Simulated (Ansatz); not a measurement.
One change: `B[Se][SiH2]C` becomes `BO[SiH2]C`.

Ansatz, PBE0-D4/def2-TZVP geometries, multiplicity 1. Each molecule was computed in one conformer, which needn't be the lowest.

Scalar relativity is left out up to krypton.

| property | `B[Se][SiH2]C` |
| --- | --- |
| HOMO–LUMO gap (PBE0/def2-TZVPP) / eV | 6.10 |
| LUMO energy (B3LYP/def2-TZVPP) / eV | -1.70 |
| HOMO–LUMO gap (PBE/def2-TZVPP) / eV | 4.17 |
| LUMO energy (PBE/def2-TZVPP) / eV | -2.44 |
| HOMO energy (PBE/def2-TZVPP) / eV | -6.61 |
| HOMO energy (PBE0/def2-TZVPP) / eV | -7.63 |

Q: Give the same properties after the change, and the shifts. (Estimate.)

A: Ansatz gave: 
```csv
property,`BO[SiH2]C`,shift
HOMO–LUMO gap (PBE0/def2-TZVPP) / eV,7.79,1.69
LUMO energy (B3LYP/def2-TZVPP) / eV,-0.78,0.92
HOMO–LUMO gap (PBE/def2-TZVPP) / eV,5.31,1.14
LUMO energy (PBE/def2-TZVPP) / eV,-1.53,0.91
HOMO energy (PBE/def2-TZVPP) / eV,-6.84,-0.23
HOMO energy (PBE0/def2-TZVPP) / eV,-8.31,-0.68
```

With PBE0 the HOMO falls by 0.68 eV and the LUMO rises by 1.01 eV, so the gap widens by about 1.69 eV. PBE moves the HOMO by -0.23 eV and ωB97M-V by -0.95 eV.

B3LYP here is the variant with VWN-RPA as its local correlation; programs differ in this.

Spin–orbit coupling is left out; it splits and shifts lone-pair levels of the heavy atoms by tenths of an eV.
